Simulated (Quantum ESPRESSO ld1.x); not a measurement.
Q: These are the eigenvalues of the occupied orbitals of an atom or ion with whole-number occupations (eV). Calculated with ld1.x of Quantum ESPRESSO 7.5: scalar-relativistic Kohn-Sham, LDA (Slater exchange, VWN5 correlation), spin-polarised, spherical densities, point nucleus.

| orbital | eigenvalue |
|---|---|
| 1s | -28997.953 |
| 2s | -4393.549 |
| 2p | -3948.318 |
| 3s | -861.541 |
| 3p | -716.032 |
| 3d | -491.335 |
| 4s | -151.256 |
| 4p | -107.154 |
| 4d | -43.399 |
| 5s | -26.532 |

Which element is it, and in what charge state? The configuration may be excited. Open shells, if any, are filled with parallel spins first.

A: Z = 50, tin, charge +2: Sn2+ in [Kr] 4d10 5s2. The list shows which subshells hold electrons but not how many an open one holds; the 1s level, -1065.7 hartree, gives Z - s = 46.2 by -(Z - s)^2/2, which with screening and relativity narrows Z to a few neighbours, and the depths of the outer levels then fix element, charge and occupations together.
